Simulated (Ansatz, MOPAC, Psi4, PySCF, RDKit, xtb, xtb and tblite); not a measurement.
Internal rotation in SMILES C#C[SiH2][SiH2][Si](Cl)(Cl)Cl (C2H5Cl3Si3). Scanned: dihedral C2–Si3–Si4–Si5; all other coordinates were relaxed at B3LYP-D3(BJ)/def2-SVP. Points at φ and −φ are mirror images.

Geometry of the scan point at -165° (Å):
```
13

C     -2.3967     1.3562    -0.5141
C     -1.8075     0.3268    -0.7889
Si    -0.8691    -1.2046    -1.1555
Si     1.1031    -1.2242     0.1294
Si     2.4366    -2.8702    -0.8428
Cl     1.2632    -4.5611    -1.1135
Cl     3.0633    -2.2260    -2.7080
Cl     4.0997    -3.3919     0.2685
H     -2.9206     2.2642    -0.2762
H     -0.4974    -1.2442    -2.5967
H     -1.6878    -2.4007    -0.8176
H      0.8333    -1.5959     1.5477
H      1.8248     0.0780     0.0646
```

GFN2-xTB, on its own relaxed geometries (the stored frames are those of B3LYP-D3(BJ)/def2-SVP) (xtb and tblite); MMFF94 // B3LYP-D3(BJ)/def2-SVP (RDKit); B3LYP/def2-TZVP // B3LYP-D3(BJ)/def2-SVP (Psi4); B3LYP-D3(BJ)/def2-TZVP // B3LYP-D3(BJ)/def2-SVP (Psi4); PBE/def2-TZVP // B3LYP-D3(BJ)/def2-SVP (Psi4); PBE-D3(BJ)/def2-TZVP // B3LYP-D3(BJ)/def2-SVP (Psi4); wB97M-V/def2-TZVP // B3LYP-D3(BJ)/def2-SVP (Psi4); RHF/cc-pVDZ // B3LYP-D3(BJ)/def2-SVP (Ansatz, a quantum-chemistry and plane-wave program); MP2/cc-pVDZ = MP2 on RHF/cc-pVDZ, frozen core // B3LYP-D3(BJ)/def2-SVP (Ansatz); CCSD/cc-pVDZ = CCSD on RHF/cc-pVDZ, frozen core // B3LYP-D3(BJ)/def2-SVP (Ansatz); CCSD(T)/cc-pVDZ = CCSD(T) on RHF/cc-pVDZ, frozen core // B3LYP-D3(BJ)/def2-SVP (Ansatz); RHF/cc-pVTZ // B3LYP-D3(BJ)/def2-SVP (Ansatz); MP2/cc-pVTZ = MP2 on RHF/cc-pVTZ, frozen core // B3LYP-D3(BJ)/def2-SVP in Ansatz; UFF // B3LYP-D3(BJ)/def2-SVP (RDKit); PM3, restricted, heats of formation // B3LYP-D3(BJ)/def2-SVP (MOPAC); GFN1-xTB // B3LYP-D3(BJ)/def2-SVP (xtb); RKS-B3LYP/6-31G* = PySCF with restricted B3LYP/6-31G*, spherical d, density fitting // B3LYP-D3(BJ)/def2-SVP; RKS-LDA (SVWN5)/6-31G* = restricted LDA (SVWN5)/6-31G*, spherical d, density fitting // B3LYP-D3(BJ)/def2-SVP (PySCF); RHF/3-21G = restricted Hartree-Fock/3-21G, density fitting // B3LYP-D3(BJ)/def2-SVP in PySCF.

Least-squares fit of E(φ) = a0 + Σ (a_n cos nφ + b_n sin nφ), n = 1 to 4, to the 12 scan points, in kJ/mol above the lowest point of each profile (levels whose profile four harmonics don't fit are not listed):

```
method                    a0     a1    b1     a2    b2     a3    b3     a4    b4  rms of fit
----------------------  ----  -----  ----  -----  ----  -----  ----  -----  ----  ----------
GFN2-xTB                1.46  -1.21  0.00  -0.44  0.00   0.13  0.00   0.00  0.00        0.01
MMFF94                  3.10   1.28  0.00   1.22  0.00   3.10  0.00  -0.10  0.00        0.10
B3LYP/def2-TZVP         3.03   2.61  0.00   0.63  0.00   1.27  0.00  -0.30  0.00        0.03
B3LYP-D3(BJ)/def2-TZVP  2.05  -0.99  0.00  -0.18  0.00   1.54  0.00   0.14  0.00        0.12
PBE/def2-TZVP           2.47   1.87  0.00   0.46  0.00   1.37  0.00  -0.17  0.00        0.01
PBE-D3(BJ)/def2-TZVP    1.37  -0.23  0.00   0.03  0.00   1.53  0.00   0.05  0.00        0.06
wB97M-V/def2-TZVP       2.00  -0.78  0.00  -0.14  0.00   1.57  0.00   0.18  0.00        0.16
RHF/cc-pVDZ             2.60   1.93  0.00   0.39  0.00   1.35  0.00  -0.13  0.00        0.18
MP2/cc-pVDZ             2.33  -0.79  0.00  -0.01  0.00   1.87  0.00   0.23  0.00        0.21
CCSD/cc-pVDZ            1.45   0.08  0.00   0.12  0.00   1.63  0.00   0.14  0.00        0.21
CCSD(T)/cc-pVDZ         1.80  -0.27  0.00   0.04  0.00   1.69  0.00   0.20  0.00        0.22
RHF/cc-pVTZ             3.08   2.78  0.00   0.72  0.00   1.17  0.00  -0.28  0.00        0.15
MP2/cc-pVTZ             2.36  -1.19  0.00  -0.15  0.00   1.75  0.00   0.14  0.00        0.14
UFF                     3.64  -0.87  0.00   0.44  0.00   3.02  0.00  -0.93  0.00        0.31
PM3                     1.25   1.73  0.00   0.59  0.00  -0.02  0.00  -0.18  0.00        0.04
GFN1-xTB                1.03  -1.08  0.00  -0.25  0.00   0.78  0.00  -0.47  0.00        0.13
RKS-B3LYP/6-31G*        2.27   1.44  0.00  -0.10  0.00   0.87  0.00  -0.34  0.00        0.01
RKS-LDA (SVWN5)/6-31G*  1.92  -1.43  0.00  -1.01  0.00   1.12  0.00   0.08  0.00        0.04
RHF/3-21G               2.16   0.51  0.00  -0.50  0.00   1.69  0.00   0.09  0.00        0.23
```

MMFF94 has few fitted parameters for silicon.
